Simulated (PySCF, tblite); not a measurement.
Isomers of C5H7OS2 (doublet state). Calculated harmonic vibrations of the isolated species, GFN2-xTB (tblite), most abundant isotopes, no scaling. This tight-binding method is rough: wavenumbers can miss measured ones by several per cent, in bad cases by 10 to 20. Modes of hydrogen on sulfur can be 10 to 20 % off. One conformer each. Open shells enter through the occupations alone, without spin polarisation, and single modes of such species can be off by tens of per cent.

Electronic energies: B3LYP/pcH-1 single points on the GFN2-xTB geometries (PySCF, gas phase).

| SMILES | electronic energy, lowest = 0 (kcal/mol) |
| --- | --- |
| CO[C@H]1[CH]C=C(S)S1 | 0.0 |
| CO[C]1CC=C(S)S1 | 12.9 |
| COC1=CC[C](S)S1 | 11.8 |

Q: How do GFN2-xTB zero-point energies change the relative energies?

A: 
```
              SMILES  ZPE (kcal/mol)  of it from modes above 1550 cm⁻¹  electronic (kcal/mol)  with ZPE, lowest = 0 (kcal/mol)  lowest mode (cm⁻¹)  rings
CO[C@H]1[CH]C=C(S)S1            65.4                              29.1                    0.0                              0.0                  53      1
     COC1=CC[C](S)S1            65.6                              31.2                   11.8                             11.9                  46      1
     CO[C]1CC=C(S)S1            65.3                              31.2                   12.9                             12.8                  56      1
```

The zero-point energies span 0.3 kcal/mol, from `CO[C]1CC=C(S)S1` to `COC1=CC[C](S)S1`. The order is unchanged.

Q: And how do the electronic energies of GFN2-xTB itself compare?

A: `CO[C@H]1[CH]C=C(S)S1` 0.0; `COC1=CC[C](S)S1` 6.0; `CO[C]1CC=C(S)S1` 10.7 kcal/mol, lowest = 0. Against the energies above, taken from the same isomer `CO[C@H]1[CH]C=C(S)S1`, the largest difference is 5.8 kcal/mol.

Q: What do entropy and thermal enthalpy add at 298.15 K and 1 bar (rigid rotor, harmonic oscillator, one conformer each)?

A: 
```json
{"SMILES": "CO[C@H]1[CH]C=C(S)S1", "point group": "C1", "symmetry number": "1", "S (cal/(mol K))": "97.3", "H − H(0) (kcal/mol)": "6.51", "ZPE + H − H(0) − TS (kcal/mol)": "42.9"}
{"SMILES": "COC1=CC[C](S)S1", "point group": "C1", "symmetry number": "1", "S (cal/(mol K))": "98.0", "H − H(0) (kcal/mol)": "6.54", "ZPE + H − H(0) − TS (kcal/mol)": "42.9"}
{"SMILES": "CO[C]1CC=C(S)S1", "point group": "C1", "symmetry number": "1", "S (cal/(mol K))": "98.1", "H − H(0) (kcal/mol)": "6.61", "ZPE + H − H(0) − TS (kcal/mol)": "42.7"}
```

S holds R ln(2S + 1) for the spin.
